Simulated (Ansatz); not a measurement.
Reactions of `[OH][Hf]([F])([F])[SeH]`.

Gas-phase electronic energies from Ansatz, PBE0-D4/def2-TZVP geometries. CBS: MP2 limit from def2 TZ/QZ plus the TZ coupled-cluster correction, frozen cores. This one scheme is used for every species. Functionals use def2-TZVPP. Elements past krypton have def2 core potentials. For Br, Ge, Hf, I, In, Se outer-core shells are correlated without core-valence functions, which leaves a few kJ/mol of doubt a bond. Scalar relativity is left out up to krypton. Each species was taken in one conformer, which may not be the lowest.

| reaction | CCSD(T)/CBS(def2) (kcal/mol) |
| --- | --- |
| `[OH][Hf]([F])([F])[SeH]` + HCl → `[OH][Hf]([F])([Cl])[SeH]` + H–F | ? |
| `[OH][Hf]([F])([F])[SeH]` + HBr → `[OH][Hf]([F])([F])[Br]` + H₂Se | ? |
| `[OH][Hf]([F])([F])[SeH]` + H–F → `[F][Hf]([F])([F])[SeH]` + H₂O | -9.1 |
| `[OH][Hf]([F])([F])[SeH]` + H₂Se → `[F][Hf]([F])([SeH])[SeH]` + H₂O | ? |
| `[OH][Hf]([F])([F])[SeH]` + HI → `[OH][Hf]([F])([F])[I]` + H₂Se | -12.5 |
| `[OH][Hf]([F])([F])[SeH]` + `[CH3][In]([Cl])[Br]` → `[CH3][In]([Cl])[SeH]` + `[OH][Hf]([F])([F])[Br]` | -9.9 |
| `[OH][Hf]([F])([F])[SeH]` + `C[SeH]` → `C[Se][Hf]([OH])([F])[F]` + H₂Se | 1.0 |
| `[OH][Hf]([F])([F])[SeH]` + `[Cl][GeH]([Cl])[Br]` → `[Cl][GeH]([Cl])[SeH]` + `[OH][Hf]([F])([F])[Br]` | -11.3 |
| `[OH][Hf]([F])([F])[SeH]` + H₂S → `[OH][Hf]([F])([F])[SH]` + H₂Se | 2.1 |
| `[OH][Hf]([F])([F])[SeH]` + `Br[SiH2]Br` → `[OH][Hf]([F])([F])[Br]` + `[SeH][SiH2]Br` | -8.4 |

(1) Fill in the missing values. (An estimate is asked.)

Largest T1 diagnostic: 0.016, for `[OH][Hf]([F])([F])[SH]`.

## Answers

(1) The calculation gave: `[OH][Hf]([F])([F])[SeH]` + HCl → `[OH][Hf]([F])([Cl])[SeH]` + H–F: +1.9 kcal/mol; `[OH][Hf]([F])([F])[SeH]` + HBr → `[OH][Hf]([F])([F])[Br]` + H₂Se: -15.2 kcal/mol; `[OH][Hf]([F])([F])[SeH]` + H₂Se → `[F][Hf]([F])([SeH])[SeH]` + H₂O: +8.0 kcal/mol.
